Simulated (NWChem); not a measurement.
Si3H6, singlet; SMILES [SiH3][Si][SiH3]

```xyz
9

Si     0.0000     0.0000     1.3049
Si    -1.6771     0.1369    -0.3807
H     -1.9345    -1.3272    -0.6259
H     -1.2797     0.7559    -1.6868
H     -2.9604     0.7572     0.0742
Si     1.6771    -0.1369    -0.3807
H      1.9345     1.3272    -0.6259
H      1.2797    -0.7559    -1.6868
H      2.9604    -0.7572     0.0742
```
Atoms are numbered in this order, from 1.

All runs: NWChem. Low-valent species are run as closed-shell singlets; no triplet was tried in these runs. Structure relaxed at the PBE0/def2-SVP level. GIAO values for the isolated, static molecule; σ is the absolute isotropic shielding, δ = σ(reference) − σ with the isolated reference molecule computed at the same levels (1H: tetramethylsilane, 29Si: tetramethylsilane).

```csv
level,δ Si1 (ppm),δ Si2 (ppm),δ H3 (rotor mean) (ppm)
BHandHLYP/pcSseg-1,1353.1,-65.1,4.58
PBE0/pcSseg-1,1327.6,-62.5,4.86
PBE/pcSseg-1,?,?,?
```

**Question.** Some entries are withheld; supply them.

**Answer.** 
- PBE/pcSseg-1, δ Si1 (ppm): 1293.0
- PBE/pcSseg-1, δ Si2 (ppm): -59.5
- PBE/pcSseg-1, δ H3 (rotor mean) (ppm): 4.96
